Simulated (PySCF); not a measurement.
A species of formula C3H6Ge has this rotational fingerprint, computed with PBE0-D3(BJ)/def2-SVP geometry optimisation, gas phase (PySCF):

- Rotational constants: A = 20099, B = 1931, C = 1824 MHz
- Dipole components: |μa| = 0.29 D, |μb| = 0.08 D, |μc| = 0.00 D
- Inertial defect: -9.84 u·Å²
- κ: -0.99

Problem. Which structure is it? (One computed conformer of each.)
A. `C#[C][GeH2][CH3]`
B. `CC#[C][GeH3]`
C. `C#C[CH2][GeH3]`
D. `[GeH3][CH]1C=C1`
E. `C=C=[CH][GeH3]`

Solution. E. It is C=C=[CH][GeH3], a near-prolate asymmetric top, point group Cs. The candidates at the same level (rigid rotor, commonest isotopes):

```csv
SMILES,A (MHz),B (MHz),C (MHz),μa (D),μb (D),μc (D),Δ (u·Å²),point group,rotor
CC#[C][GeH3],52896,1456,1456,1.15,0.00,0.00,-9.55,C3v,prolate symmetric top
C#[C][GeH2][CH3],10649,2900,2382,0.48,0.64,0.00,-9.57,Cs,asymmetric top
[GeH3][CH]1C=C1,16929,2461,2383,1.33,0.00,0.10,-23.09,near Cs,near-prolate asymmetric top
C=C=[CH][GeH3],20099,1931,1824,0.29,0.08,0.00,-9.84,Cs,near-prolate asymmetric top
C#C[CH2][GeH3],16253,2117,1942,0.40,0.51,0.00,-9.56,Cs,near-prolate asymmetric top
```

`C#[C][GeH2][CH3]` has B 50 % too high; `CC#[C][GeH3]` has A 163 % too high; `[GeH3][CH]1C=C1` has C 31 % too high; `C#C[CH2][GeH3]` has A 19 % too low. In the right answer the mirror of this Cs structure is the ab plane, so μc vanishes by symmetry. No structure here is proved a minimum.
